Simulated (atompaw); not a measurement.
## Tb (Z = 65): one change to a PAW (atompaw) potential, before and after

terbium (Tb), PAW, made with atompaw 4.2.0.5 (PBE, scalar-relativistic). Core [Kr] 4d10, reference 4f9 5s2 5p6 5d0 6s1 6p1. Waves: 5s (bound): rc 2.20 bohr; 6s (bound): rc 1.85 bohr; 5p (bound): rc 2.70 bohr; 6p (bound): rc 2.60 bohr; 5d (bound, empty): rc 3.00 bohr; 5d channel at 0.7 Ry: rc 3.00 bohr; 4f (bound): rc 1.50 bohr; 4f channel at 0.6 Ry: rc 1.50 bohr. Local part: troulliermartins scheme with l = 4 at 0 Ry, radius 3.00 bohr. Core correction: smooth core density matched at 2.45 bohr. Augmentation charge: sinc compensation charge, radius 2.25 bohr; PAW radius 3.00 bohr; waves and projectors: custom polynom gramschmidtortho.

Change: all radii scaled by about 0.87 (s 1.90, p 2.34, d 2.60, f 1.30 bohr); local potential troulliermartins scheme with l = 4 at 0 Ry, radius 2.60 bohr; augmentation sinc compensation charge, radius 1.94 bohr; PAW radius 2.60 bohr; waves and projectors: custom polynom gramschmidtortho; core correction smooth core density matched at 2.12 bohr.

Cutoffs: the cutoffs (Ry, on a coarse ladder) from which the occupation-weighted sum of valence levels, in a spherical-Bessel basis at the reference potential, stays within 10 and 1 mRy of its value at 400 Ry; they do not see the model core or the augmentation charge, which bear on the density cutoff.

Q: What does the change do?

A: The potential gets harder (90 Ry and 140 Ry → 120 Ry and 200 Ry); neither file shows a bound ghost. A smaller radius makes the pseudo-wave follow the all-electron one further in, where it bends more sharply, so more plane waves are needed.

| quantity | base | changed |
| --- | --- | --- |
| cutoff, loose | 90 Ry | 120 Ry |
| cutoff, tight | 140 Ry | 200 Ry |
| loose cutoff by channel (10 mRy a level) | s 10 Ry, p 10 Ry, f 50 Ry | s 10 Ry, p 12 Ry, f 70 Ry |
| bound ghosts | none | none |
| lowest overlap eigenvalue by channel | s 0.37, p 0.99, d 0.93, f 0.97 | s 0.41, p 0.97, d 0.93, f 0.97 |

 The cutoffs see the waves, projectors and local potential, not the compensation charge or the core.
